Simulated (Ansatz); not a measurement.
Input for Ansatz (an electronic-structure program): U-CCSD(T)/aug-cc-pVTZ on BH3N (SMILES [BH]N), 2S+1 = 2, atoms moved off the minimum.

Ansatz 0.2 input:
```yaml
crystal:
  periodic: [false, false, false]
  atoms:
    - {symbol: B, position_ang: [0.78007879, -0.31400360, 0.01678206]}
    - {symbol: N, position_ang: [-0.48373010, 0.11470653, 0.00189741]}
    - {symbol: H, position_ang: [1.76554658, 0.34353013, 0.00705689]}
    - {symbol: H, position_ang: [-0.78516938, 1.06593224, -0.04921399]}
    - {symbol: H, position_ang: [-1.31046511, -0.49526455, 0.06585268]}
basis:
  gaussian:
    orbitals: aug-cc-pVTZ
magnetization: {spin_polarized: true, initial_magnetization: 1}
correlation: {method: ccsd_t, electrons: outside_noble_gas}
scf: {omitted_lower_state_checks: [cluster_reference]}
output: {forces: true}
```

### Question
Give the final energy of this run.

### Answer
-81.2155 hartree (reference determinant -80.8837, T1 diagnostic 0.014).

### Question
How many basis functions does it have, and what does it roughly cost on one machine?

### Answer
161 functions; roughly 19 core-minutes.
